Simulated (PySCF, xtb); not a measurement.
HfO, SMILES [O]=[Hf], multiplicity 1.

Harmonic wavenumbers (cm⁻¹) from xtb with GFN2-xTB at its own minimum, in rising order: 804.

What does PySCF with PBE-D3(BJ)/def2-TZVPD give at its own minimum? (An estimate is asked for; the answer gives what the named calculation found.)

953. Paired by order, the mean absolute difference is 149 cm⁻¹ and the zero-point energies are 1.1 and 1.4 kcal/mol.
